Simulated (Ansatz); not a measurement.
Sr4⁺. Charge 1, multiplicity 2. Geometry PBE0/def2-TZVP, that of the neutral singlet; atoms count from 1.

Cartesian coordinates in Å:
```
Sr 1.202 1.283 -1.852
Sr 0.123 1.333 2.176
Sr 1.122 -2.272 0.324
Sr -2.447 -0.344 -0.647
```

In the def2 sets Sr takes a core potential; there is no spin–orbit coupling. The structure comes from a short search, and lower isomers may exist.

Estimate the Mulliken populations from the PBE0/def2-TZVP orbitals of Ansatz.


```json
{"atom": "Sr1", "charge (e)": "0.25", "spin (α − β)": "0.25"}
{"atom": "Sr2", "charge (e)": "0.25", "spin (α − β)": "0.25"}
{"atom": "Sr3", "charge (e)": "0.25", "spin (α − β)": "0.25"}
{"atom": "Sr4", "charge (e)": "0.25", "spin (α − β)": "0.25"}
```
Mulliken values and Mayer orders depend strongly on the basis.

Where does the spin sit?

Summed by element: Sr 1.00, of 1 unpaired in all. Largest on single atoms: Sr1 0.25, Sr3 0.25, Sr2 0.25.

And the Mayer bond orders between bonded heavy atoms (over 0.3)?

Sr1–Sr2 0.59 (4.17 Å); Sr1–Sr3 0.59 (4.17 Å); Sr1–Sr4 0.40 (4.17 Å); Sr2–Sr3 0.40 (4.17 Å); Sr2–Sr4 0.59 (4.17 Å); Sr3–Sr4 0.59 (4.17 Å).
